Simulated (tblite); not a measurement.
Compound: C5H7Cl3Ge.
Atom-mapped SMILES: `[CH2:1]=[C:2]([GeH3:3])[C:4](=[CH2:5])[C:6]([Cl:7])([Cl:8])[Cl:9]` (hydrogens: H10, H11 on C1; H12, H13, H14 on Ge3; H15, H16 on C5)

Cartesian coordinates in Å at the GFN2-xTB level; atoms count from 1:
```
atom  x, y, z in Å
C1    -1.4602    0.9973   -0.7107
C2    -0.7084    0.0864   -0.1040
Ge3   -1.4397   -1.6732    0.3621
C4     0.7066    0.2964    0.2403
C5     1.1777   -0.0025    1.4461
C6     1.5935    0.8575   -0.8338
Cl7    1.1214    0.2405   -2.4346
Cl8    3.3082    0.4516   -0.6002
Cl9    1.4694    2.6429   -0.8516
H10   -2.4928    0.7869   -0.9411
H11   -1.1013    1.9768   -0.9825
H12   -0.4761   -2.7461   -0.0214
H13   -1.6835   -1.7958    1.8338
H14   -2.7421   -1.8700   -0.3417
H15    2.2062    0.1438    1.7236
H16    0.5138   -0.3835    2.2045
```

All values are computed: GFN2-xTB (tblite) harmonic vibrations without scaling, gas phase. The method is semi-empirical: single wavenumbers can be off by several per cent or more. Modes of hydrogen on germanium can be 10 to 20 % off. One conformer, not necessarily the lowest. The optimisation stopped once no atom felt more than 0.01 eV/Å.

Lowest wavenumbers of the output (negative numbers stand for imaginary wavenumbers):
```
mode    cm-1
  1     -29.4
  2      45.7
  3      88.7
  4     134.9
  5     137.2
  6     150.7
  7     207.4
  8     242.9
  9     267.7
 10     288.4
 11     298.6
 12     345.8
 13     388.1
 14     457.7
 15     498.1
```

Q: Is this structure a minimum?

A: Not by this Hessian. 1 mode is imaginary beyond 20i (29i cm⁻¹), so at this level the point lies at or near a first-order saddle. The curvature is small, so loose convergence or finite differences may be the whole cause.

Q: Which atoms move in the imaginary mode?

A: 29i: Ge3 (germanium bonded to C and 3 H) 23 %, Cl7 (chlorine of a CCl3 group) 19 %, C1 (terminal =CH2 carbon) 18 %. These are shares of the mass-weighted motion.

Q: What is the remedy?

A: Step along that mode in both directions, optimise again with tighter thresholds and repeat the frequencies. The zero-point energy of this point (58.9 kcal/mol) counts the 41 real modes alone, and thermal corrections from it aren't those of a minimum.

On Intel Xeon at 2.50 GHz, one thread (shared host), this took 3.2 s of wall time. This covers the Hessian and the dipole derivatives.
